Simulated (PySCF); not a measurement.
C₅H₅, SMILES [C]1=CCC=C1, multiplicity 2. Atoms are numbered in the order given.

```xyz
10

C     -1.2552     0.0386     0.0000
C     -0.5136     1.1526     0.0000
C      0.9205     0.6898     0.0000
C      0.8288    -0.8071     0.0000
C     -0.4707    -1.1828     0.0000
H     -0.8339     2.1942     0.0000
H      1.4710     1.0637    -0.8836
H      1.4710     1.0637     0.8836
H      1.6965    -1.4694     0.0000
H     -0.8635    -2.1998     0.0000
```
Charge 0, spin multiplicity 2.

Coordinates come from a PBE0-D3(BJ)/def2-SVP optimisation. The isomer is the one that the SMILES or the coordinates give; other isomers of the formula were not compared. Other conformers were not sampled.

Computed with PBE/def2-TZVP (PySCF).

ESP charges are fitted to the potential on shells at 1.4 to 2.0 van der Waals radii. Atomic charges (e):

```json
[
 {"atom": "C1", "Mulliken": "-0.01", "ESP fit": "-0.07", "Löwdin": "-0.02", "Mulliken spin": "0.93"},
 {"atom": "C2", "Mulliken": "-0.21", "ESP fit": "-0.20", "Löwdin": "-0.18", "Mulliken spin": "-0.07"},
 {"atom": "C3", "Mulliken": "-0.07", "ESP fit": "-0.03", "Löwdin": "-0.22", "Mulliken spin": "0.07"},
 {"atom": "C4", "Mulliken": "-0.18", "ESP fit": "-0.19", "Löwdin": "-0.15", "Mulliken spin": "0.04"},
 {"atom": "C5", "Mulliken": "-0.12", "ESP fit": "-0.12", "Löwdin": "-0.17", "Mulliken spin": "0.00"},
 {"atom": "H6", "Mulliken": "0.12", "ESP fit": "0.14", "Löwdin": "0.14", "Mulliken spin": "0.01"},
 {"atom": "H7", "Mulliken": "0.12", "ESP fit": "0.10", "Löwdin": "0.16", "Mulliken spin": "0.00"},
 {"atom": "H8", "Mulliken": "0.12", "ESP fit": "0.10", "Löwdin": "0.16", "Mulliken spin": "0.00"},
 {"atom": "H9", "Mulliken": "0.11", "ESP fit": "0.12", "Löwdin": "0.14", "Mulliken spin": "0.01"},
 {"atom": "H10", "Mulliken": "0.12", "ESP fit": "0.15", "Löwdin": "0.14", "Mulliken spin": "0.00"}
]
```

Computed Mayer and Wiberg (Löwdin basis) orders of the bonds:
| bond | Mayer | Wiberg |
|---|---|---|
| C1–C2 | 1.85 | 2.01 |
| C2–C3 | 1.02 | 1.19 |
| C3–C4 | 1.06 | 1.22 |
| C1–C5 | 1.17 | 1.38 |
| C4–C5 | 1.76 | 1.88 |
| C2–H6 | 0.95 | 0.85 |
| C3–H7 | 0.90 | 0.81 |
| C3–H8 | 0.90 | 0.81 |
| C4–H9 | 0.95 | 0.85 |
| C5–H10 | 0.95 | 0.85 |
